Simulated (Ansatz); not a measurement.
CH3S, doublet, at a GFN2-xTB geometry. Base run: HF/6-31G** (Ansatz, a first-principles code).

Ansatz was given this input:
Ansatz 0.2 input:
```yaml
crystal:
  periodic: [false, false, false]
  atoms:
    - {symbol: C, position_ang: [0.01437225, 1.10467196, 0.00732222]}
    - {symbol: S, position_ang: [-0.00894335, -0.68739846, -0.00455636]}
    - {symbol: H, position_ang: [1.04719307, 1.44329523, 0.02596812]}
    - {symbol: H, position_ang: [-0.50936900, 1.45780609, 0.89203890]}
    - {symbol: H, position_ang: [-0.48096403, 1.46924225, -0.88903858]}
basis:
  gaussian:
    orbitals: 6-31G__.json
hamiltonian:
  xc: hf
magnetization: {spin_polarized: true, initial_magnetization: 1}
```
The basis file holds 6-31G** in the JSON format of the Basis Set Exchange.

The base run was repeated with changes; each row names its change, and settings that it needs were set with it.

| change | basis functions | E (Eh) | core-seconds (rough) |
|---|---|---|---|
| base | 49 | -437.10578 | 3 |
| basis = STO-3G | 17 | -432.29876 | 0.5 |
| basis = def2-SV(P) | 38 | -436.95385 | 1 |
| basis = def2-SVP | 47 | -436.96263 | 2 |
| basis = pcseg-1 | 47 | -437.07782 | 3 |
| basis = cc-pVDZ | 47 | -437.12297 | 3 |
| basis = 6-311G** | 63 | -437.13515 | 4 |
| basis = 6-311++G** | 74 | -437.13670 | 8 |
| basis = aug-cc-pVDZ | 77 | -437.12740 | 6 |
| basis = cc-pVTZ | 106 | -437.15199 | 10 |
| basis = pc-2 | 106 | -437.14646 | 10 |
| basis = cc-pVQZ | 204 | -437.15878 | 40 |
| basis = def2-QZVPP | 217 | -437.16030 | 40 |

Totals compare only among sets that treat the same electrons; sets with core potentials leave the core out.
